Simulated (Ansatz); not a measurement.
CH$_{7}$NSiZn (`C[SiH2][NH][ZnH]`), relaxed with RKS PBE0-D4/def2-TZVP in Ansatz 0.2.0 from a GFN2-xTB geometry. The force threshold is 0.005 eV/Å; the program also tests the step.

Total charge 0; spin multiplicity 1.

Start:

```xyz
11

C    -0.118   -0.962   -0.989
Si   -1.135    0.208    0.115
N     0.073    1.112    0.922
Zn    1.858    0.647    0.908
H     0.150   -0.486   -1.928
H    -0.663   -1.868   -1.229
H     0.810   -1.259   -0.488
H    -1.970   -0.589    1.034
H    -2.001    1.067   -0.707
H    -0.294    1.872    1.473
H     3.289    0.258    0.890
```

| step | energy (eV) | largest force (eV/Å) | largest move (Å) |
| --- | --- | --- | --- |
| 1 | -58927.6245 | 0.906 | 0.000 |
| 2 | -58927.6985 | 0.303 | 0.174 |
| 3 | -58927.7171 | 0.244 | 0.106 |
| 4 (rejected) | -58927.6848 | 0.393 | 0.200 |
| 5 | -58927.7275 | 0.140 | 0.100 |
| 6 (rejected) | -58927.7252 | 0.358 | 0.100 |
| 7 | -58927.7325 | 0.032 | 0.050 |
| 8 | -58927.7343 | 0.033 | 0.049 |
| 9 (rejected) | -58927.7336 | 0.133 | 0.075 |
| 10 | -58927.7355 | 0.013 | 0.037 |
| 11 | -58927.7363 | 0.016 | 0.036 |
| 12 | -58927.7372 | 0.018 | 0.055 |
| 13 | -58927.7376 | 0.060 | 0.062 |
| 14 | -58927.7378 | 0.021 | 0.013 |
| 15 | -58927.7379 | 0.011 | 0.019 |
| 16 | -58927.7380 | 0.010 | 0.024 |
| 17 | -58927.7380 | 0.005 | 0.004 |
| 18 | -58927.7380 | 0.000 | 0.002 |

End:

```xyz
11

C    -0.185   -1.060   -0.990
Si   -1.068    0.173    0.106
N     0.108    1.057    0.986
Zn    1.917    0.858    0.891
H     0.476   -0.560   -1.704
H    -0.908   -1.642   -1.567
H     0.408   -1.765   -0.401
H    -2.012   -0.564    1.001
H    -1.920    1.056   -0.749
H    -0.242    1.761    1.621
H     3.426    0.686    0.806
```

Run time 67 s (4 threads of a server CPU on a shared host); peak host memory 0.56 GiB.
